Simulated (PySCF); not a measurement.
SMILES [O]([SiH3])[Cd][OH], B3LYP/def2-SVP optimised geometry.

```
8

Cd     1.10     0.82     0.00
O      3.06     0.82     0.00
H      3.41    -0.07     0.14
O     -0.85     1.06     0.00
Si    -2.17     0.13    -0.36
H     -2.12    -0.41    -1.76
H     -3.41     0.95    -0.22
H     -2.29    -1.06     0.55
```

Density from B3LYP/def2-TZVP, def2 effective core potentials past Kr in PySCF 2.14.0 at that geometry. The core electrons that the potentials of Cd replace are not part of the density.

Minimum of the electron density along straight lines between bonded atoms, close to the bond critical point (lines longer than 1.1 times the sum of covalent radii, or with two minima, are not listed):

```tsv
bond	length / Å	ρ at the minimum / e bohr⁻³	∇²ρ there / e bohr⁻⁵	position (fraction from the first atom)
Cd1–O2	1.966	0.118	0.54	0.52
O2–H3	0.968	___	___	0.80
Cd1–O4	1.966	0.114	0.56	0.53
O4–Si5	1.650	0.135	0.80	0.59
Si5–H6	1.500	0.119	0.13	0.49
Si5–H7	1.493	0.121	0.14	0.49
Si5–H8	1.500	0.119	0.13	0.49
```

**Question.** Fill in the missing entries.

**Answer.** 
- O2–H3, ρ at the minimum / e bohr⁻³: 0.353
- O2–H3, ∇²ρ there / e bohr⁻⁵: -2.28
